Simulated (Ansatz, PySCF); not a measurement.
GeH3, SMILES [GeH3], multiplicity 2. Atoms are numbered in the order given.

```xyz
4

Ge     0.0000     0.0000    -0.0884
H     -1.2656    -0.7307    -0.5632
H      0.0000     1.4614    -0.5633
H      1.2656    -0.7307    -0.5632
```
Charge 0, spin multiplicity 2.

The structure is a stationary point at ωB97X-D3(BJ)/def2-TZVPD. The isomer is the one that the SMILES or the coordinates give; other isomers of the formula were not compared.

Two levels are set side by side: PBE-D3(BJ)/def2-TZVPD (Ansatz, a first-principles code) and ωB97X-D3(BJ)/def2-TZVPD (PySCF). Each level has its own optimised geometry; the coordinates shown are those of the second. Frequencies come from the Hessian of PySCF at each geometry. Differences are taken from unrounded values.

| quantity | ωB97X-D3(BJ) | PBE-D3(BJ) | PBE-D3(BJ) minus ωB97X-D3(BJ) |
|---|---|---|---|
| mean bond length (Å) | 1.537 | 1.551 | 0.015 |
| bond Ge1–H2 (Å) | 1.537 | 1.551 | 0.015 |
| bond Ge1–H3 (Å) | 1.537 | 1.551 | 0.015 |
| bond Ge1–H4 (Å) | 1.537 | 1.551 | 0.015 |
| highest harmonic wavenumber (cm⁻¹) | 2171 | 2074 | -97 |
| mean harmonic wavenumber (cm⁻¹) | 1493 | 1414 | -79 |
| zero-point energy (kcal/mol) | 12.81 | 12.13 | -0.68 |

Exact exchange shortens and stiffens bonds; PBE has none. Differences between two approximate levels are no errors against the true value.
